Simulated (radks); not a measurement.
Task: The mean radii <r> (bohr) of the occupied orbitals of an atom or ion are listed with their occupations. Calculated with a radial shooting solver on a logarithmic mesh with Libxc functionals: scalar-relativistic Kohn-Sham, SCAN, spin-unpolarised, spherical densities, finite nucleus; meta-GGA in the generalised Kohn-Sham scheme; Fermi nuclear charge, rms radius of each element as measured or else 0.836 A^(1/3) + 0.57 fm.

| orbital | occ. | <r> |
|---|---|---|
| 1s | 2 | 0.01867 |
| 2s | 2 | 0.07892 |
| 2p | 6 | 0.07056 |
| 3s | 2 | 0.2046 |
| 3p | 6 | 0.2047 |
| 3d | 10 | 0.1857 |
| 4s | 2 | 0.4586 |
| 4p | 6 | 0.4873 |
| 4d | 10 | 0.5230 |
| 5s | 2 | 1.100 |
| 5p | 6 | 1.291 |
| 4f | 14 | 0.6386 |
| 5d | 3 | 1.976 |

Name the element and its charge.

Result: Z = 73, tantalum, charge +2: Ta2+ in [Xe] 4f14 5d3. The 1s radius gives Z: for a bare nucleus <r> = (2 gamma + 1)/(2Z) with gamma = sqrt(1 - (Z/c)^2), 0.01844 bohr for Z = 73, and screening makes it slightly larger (0.01867 here). The occupations add up to 71, and the charge is Z minus that.
